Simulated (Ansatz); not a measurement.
GeH₆OSSi (`O[SiH2][GeH2][SH]`), relaxed with RKS PBE-D4/def2-SVP in Ansatz 0.2.0 from a rough embedded geometry. The force threshold is 0.03 eV/Å; the program also tests the step.

The species carries charge 0 and has multiplicity 1.

Start:

```xyz
10

O     1.027   -1.278    1.326
Si    0.202   -1.083   -0.139
Ge   -0.988    0.866    0.020
S     0.427    2.622    0.321
H     1.550   -2.183    1.199
H    -0.715   -2.210   -0.398
H     1.169   -0.969   -1.270
H    -1.996    0.814    1.126
H    -1.780    1.122   -1.368
H     1.105    2.300   -0.817
```

```tsv
step	energy (eV)	largest force (eV/Å)	largest move (Å)
1	-77343.0526	2.531	0.000
2	-77343.3159	1.144	0.173
3	-77343.3396	0.360	0.103
4	-77343.3520	0.286	0.075
5	-77343.3571	0.155	0.017
6	-77343.3599	0.160	0.053
7	-77343.3617	0.126	0.059
8	-77343.3622	0.054	0.017
9	-77343.3627	0.015	0.018
```

End:

```xyz
10

O     0.942   -1.364    1.314
Si    0.227   -1.139   -0.195
Ge   -1.022    0.891   -0.020
S     0.398    2.623    0.273
H     1.565   -2.109    1.374
H    -0.673   -2.290   -0.581
H     1.251   -0.983   -1.297
H    -1.929    0.937    1.236
H    -1.906    1.120   -1.282
H     1.147    2.315   -0.823
```

Hardware: 4 threads of an Intel Xeon Platinum 8488C on a shared host. Wall time 9 s, peak host memory 0.2 GiB.
